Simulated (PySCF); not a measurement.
## Electron affinity of Br by level of theory

Br⁻ [Kr] (1S) → Br [Ar] 3d10 4s2 4p5 (2P), as a difference of total energies. All numbers are calculated (PySCF 2.14, a scalar-relativistic core potential, in aug-cc-pVTZ-PP with ECP10MDF (6s5p4d2f, 55 functions)). Correlated levels: valence: 3s2 3p6 3d10 frozen. The calculations carry no spin-orbit coupling.

```json
{"method": "UHF", "electron affinity (eV)": "2.342", "difference from reference (eV)": "-1.022"}
{"method": "LDA", "electron affinity (eV)": "3.713", "difference from reference (eV)": "+0.349"}
{"method": "PBE", "electron affinity (eV)": "3.438", "difference from reference (eV)": "+0.074"}
{"method": "PBE0", "electron affinity (eV)": "3.395", "difference from reference (eV)": "+0.031"}
{"method": "r2SCAN", "electron affinity (eV)": "3.456", "difference from reference (eV)": "+0.092"}
{"method": "M06-L", "electron affinity (eV)": "3.124", "difference from reference (eV)": "-0.240"}
{"method": "M06-2X", "electron affinity (eV)": "3.361", "difference from reference (eV)": "-0.003"}
{"method": "PW91", "electron affinity (eV)": "3.491", "difference from reference (eV)": "+0.127"}
{"method": "MN15", "electron affinity (eV)": "3.263", "difference from reference (eV)": "-0.101"}
{"method": "MP2 (valence)", "electron affinity (eV)": "3.403", "difference from reference (eV)": "+0.039"}
{"method": "SCS-MP2 (valence)", "electron affinity (eV)": "3.322", "difference from reference (eV)": "-0.042"}
```

Reference: 3.364 eV (measured; photodetachment measurements, as compiled on the Wikipedia data page of electron affinities).

The reference lies between the lowest fine-structure levels, while these numbers refer to the centres of the terms.

Errors of the correlated levels include the incompleteness of this basis and the frozen core.

In the anion the highest occupied orbital energy is positive at LDA, PBE, M06-L, PW91, a self-interaction effect; the basis confines that electron, and the energy difference can still be sensible.
